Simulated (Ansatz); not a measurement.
A set of 12 reactions (ligand exchange), with CCSD(T)/CBS values in kJ/mol:

```tsv
reaction	ΔE
`[F][Ti]([F])([F])[SH]` + H₂Se → `[F][Ti]([F])([F])[SeH]` + H₂S	-8.4
`[NH2][Ta](=[S])([Cl])[Cl]` + NH₃ → `[NH2][Ta]([NH2])(=[S])[Cl]` + HCl	70.3
`N[SiH](F)CF` + `N[SiH](O)O` → `N[Si@H](F)O[Si@@H](N)O` + `CF`	-155.3
`O[Si]1([SiH3])CC1` + HBr → `O[Si]1(Br)CC1` + SiH₄	-94.9
`N[SiH]1N=C1F` + HCl → `FC1=N[SiH]1Cl` + NH₃	-20.9
`[CH3][Al]([OH])[O][SiH3]` + H₂S → `[OH][Al]([SH])[O][SiH3]` + CH₄	-111.3
`CS[SiH2][GeH3]` + `NCS` → `NC[S][GeH3]` + `CS[SiH3]`	-35.3
`B[SiH2]Br` + `O[SiH2]F` → `B[SiH2]O[SiH2]F` + HBr	-6.7
`N[Si]O` + H–F → `O[Si]F` + NH₃	-83.9
`C[Si](O)([SiH3])Cl` + H–F → `C[Si](O)(F)Cl` + SiH₄	-164.8
`[O]=[W]([F])([F])([F])[Cl]` + HCl → `[O]=[W]([F])([F])([Cl])[Cl]` + H–F	15.0
`CN(C)[Si](O)(O)O` + `O[SiH2]S` → `O[SiH2]S[Si](O)(O)O` + `CNC`	-8.3
```

Gas-phase electronic energies from Ansatz, PBE0-D4/def2-TZVP geometries. CBS: MP2 limit from def2 TZ/QZ plus the TZ coupled-cluster correction, frozen cores. Small cases extrapolate CCSD(T) itself. Functionals use def2-TZVPP. B3LYP here is the variant with VWN-RPA as its local correlation; programs differ in this. Elements past krypton have def2 core potentials. For Br, Ge, Se, Ta, Ti, W outer-core shells are correlated without core-valence functions, which leaves a few kJ/mol of doubt a bond. Scalar relativity is left out up to krypton. One conformer a species, not always the lowest.

Task: Give the mean, mean absolute and largest difference (level minus CCSD(T)/CBS, kJ/mol) for: PBE-D4, r2SCAN-D4, B3LYP-D4, B2PLYP, PBE0, MP2/def2-TZVPP, SCS-MP2/def2-TZVPP, CCSD/def2-TZVPP, CCSD(T)/def2-TZVPP, HF/def2-QZVPP, SCS-MP2/def2-QZVPP, HF/CBS(def2), MP2/CBS(def2), CCSD/CBS(def2). (Best estimate.)

Result: Computed: 
```
             level  mean  mean absolute  largest
            PBE-D4   5.2            8.3     19.4
         r2SCAN-D4   0.2            3.8     12.2
          B3LYP-D4   0.1            2.6      9.7
            B2PLYP  -0.6            3.5    -12.2
              PBE0   3.7            5.4     12.1
    MP2/def2-TZVPP  -2.3            4.1     -9.7
SCS-MP2/def2-TZVPP  -2.4            4.2    -12.0
   CCSD/def2-TZVPP   0.1            4.2     11.0
CCSD(T)/def2-TZVPP   0.3            2.4      6.2
     HF/def2-QZVPP  -5.5           13.2    -37.1
SCS-MP2/def2-QZVPP  -2.6            4.2    -10.7
      HF/CBS(def2)  -5.6           13.3    -37.4
     MP2/CBS(def2)  -2.5            5.5    -15.9
    CCSD/CBS(def2)  -0.3            2.1      4.8
```

The largest T1 diagnostic in the set is 0.025, for `[F][Ti]([F])([F])[SH]` (customary mark 0.02).

CCSD(T)/CBS is a level of theory with its own doubt, and the functionals carry their triple-zeta basis error, so these figures describe this set and don't rank the functionals.
